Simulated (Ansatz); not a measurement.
System: dimethoxyborinic acid, C₂H₇BO₃, charge 0, multiplicity 1. SMILES: B(OC)(O)OC
Structure (B3LYP-D3(BJ)/def2-TZVP (Ansatz, a quantum-chemistry and plane-wave program) minimum search):
```
B
O 1 1.3628
O 1 1.3664 2 120.29
O 1 1.3724 2 120.36 3 180.00
H 4 0.9620 1 111.99 2 -180.00
C 3 1.4232 1 120.68 2 0.00
H 6 1.0887 3 107.37 1 -180.00
H 6 1.0917 7 109.39 3 120.58
H 6 1.0917 7 109.39 8 118.84
C 2 1.4235 1 120.70 3 -180.00
H 10 1.0887 2 107.36 1 180.00
H 10 1.0916 11 109.39 2 -120.56
H 10 1.0916 11 109.39 12 -118.88
```
Charge 0, spin multiplicity 1.

Wanted: atomisation energy (electronic, to ground-state atoms), in eV. Correlated levels leave the core frozen unless marked. UHF or UKS for open shells. No spin-orbit coupling. Non-relativistic unless marked X2C. The coupled-cluster limit lacks core correlation, which all-electron functionals hold. CBS(X,Y): correlation extrapolated as X^-3; Hartree-Fock from the larger set.

```csv
level,program,atomisation energy (eV)
HF/aug-cc-pVQZ,Ansatz,41.26
HF/cc-pVQZ,Ansatz,41.26
PBE-D3(BJ)/def2-TZVPD,Ansatz + dftd3,57.34
B97M-V/def2-TZVPD,Ansatz,56.10
PBE0/6-31G*,Ansatz,55.99
PBE0/def2-SVP,Ansatz,56.61
PBE0-D4/def2-TZVP,Ansatz + dftd4,56.14
```

Problem. Predict the CCSD(T)/CBS(cc-pVTZ,cc-pVQZ) result (Ansatz).

Solution. 56.18 eV
